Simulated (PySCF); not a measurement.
C2H7OSi, SMILES C[SiH](C)[O] (connectivity only; charge and spin as stated), charge -1, multiplicity 1.

The structure is a stationary point at B3LYP-D3(BJ)/def2-SVPD. The spin state was assumed, not searched. The isomer is the one that the SMILES or the coordinates give; other isomers of the formula were not compared.

Two levels are set side by side: PBE/def2-SVPD (PySCF) and CAM-B3LYP/def2-SVPD (PySCF). Same geometry, gas phase. Differences are taken from unrounded values.

```json
[
 {"quantity": "orbital gap (eV)", "CAM-B3LYP": "7.70", "PBE": "3.71", "PBE minus CAM-B3LYP": "-4.00"},
 {"quantity": "highest occupied level (eV)", "CAM-B3LYP": "-2.66", "PBE": "0.10", "PBE minus CAM-B3LYP": "2.76"},
 {"quantity": "lowest empty level (eV)", "CAM-B3LYP": "5.04", "PBE": "3.81", "PBE minus CAM-B3LYP": "-1.23"},
 {"quantity": "mean polarisability (bohr³)", "CAM-B3LYP": "69.7", "PBE": "77.2", "PBE minus CAM-B3LYP": "7.5"}
]
```

PBE's occupied levels lie high since its potential decays too fast outside the molecule; exact exchange lowers them and widens the gap. Loosely held outer electrons make PBE densities more polarisable. Differences between two approximate levels are no errors against the true value.

Rough cost on one machine, each run with all the roots and properties that it gave: CAM-B3LYP against PBE within a factor of 2.
